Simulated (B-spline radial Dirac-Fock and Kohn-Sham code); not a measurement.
Two-hole binding energies of In²⁺

System: the In²⁺ ion in the configuration [Kr] 4d10 5s1.

Input file task.json (cfg lists n, l and occupation; rrms is the nuclear radius in fm):

```json
{"items": [{
  "Z": 49,
  "q": 2,
  "cfg": [[1, 0, 2], [2, 0, 2], [2, 1, 6], [3, 0, 2], [3, 1, 6], [3, 2, 10], [4, 0, 2], [4, 1, 6], [4, 2, 10], [5, 0, 1]],
  "A": 115,
  "rrms": 4.6156,
  "do": ["binding", "quiet", "double"]
}]}
```

Launch: `python xray_run.py task.json out`

Model: ΔSCF Dirac-Fock with Breit, self-energy and vacuum polarisation, finite nucleus, configuration average. Program: a radial atomic solver. U is the two-hole binding energy less the two single-hole energies, the effective repulsion of the holes after relaxation. Each two-hole energy is an average over J within one jj subconfiguration.

| holes | E(a) (eV) | E(b) (eV) | E(ab) (eV) | U (eV) |
| --- | --- | --- | --- | --- |
| 1s⁻² | 27967.0 | 27967.0 | 56715.5 | 781.6 |
| 1s⁻¹ 2p1/2⁻¹ | 27967.0 | 3966.8 | 32152.9 | 219.0 |
| 1s⁻¹ 3p1/2⁻¹ | 27967.0 | 733.3 | 28764.7 | 64.4 |
| 1s⁻¹ 3p3/2⁻¹ | 27967.0 | 694.8 | 28722.6 | 60.8 |
| 2p1/2⁻¹ 2p3/2⁻¹ | 3966.8 | 3758.8 | 7866.9 | 141.2 |
| 2s⁻¹ 3p1/2⁻¹ | 4272.1 | 733.3 | 5059.3 | 53.9 |
| 2s⁻¹ 3d3/2⁻¹ | 4272.1 | 478.6 | 4807.2 | 56.5 |
| 2s⁻¹ 3d5/2⁻¹ | 4272.1 | 471.0 | 4798.9 | 55.8 |
| 2p3/2⁻¹ 3s⁻¹ | 3758.8 | 856.6 | 4667.8 | 52.3 |
| 2p3/2⁻¹ 3p1/2⁻¹ | 3758.8 | 733.3 | ? | ? |
| 3p1/2⁻² | 733.3 | 733.3 | 1511.2 | 44.6 |
| 3d3/2⁻² | 478.6 | 478.6 | 1002.0 | 44.9 |
| 3d3/2⁻¹ 3d5/2⁻¹ | 478.6 | 471.0 | 995.1 | 45.5 |
| 4d3/2⁻¹ 4d5/2⁻¹ | 43.47 | 42.61 | 103.2 | 17.1 |

Problem. Give the missing two-hole energy and U.

Solution. E(ab) = 4547.7 eV and U = 55.5 eV.

Values without a named source are computed, but for edge energies of neutral atoms, which are taken from tables.
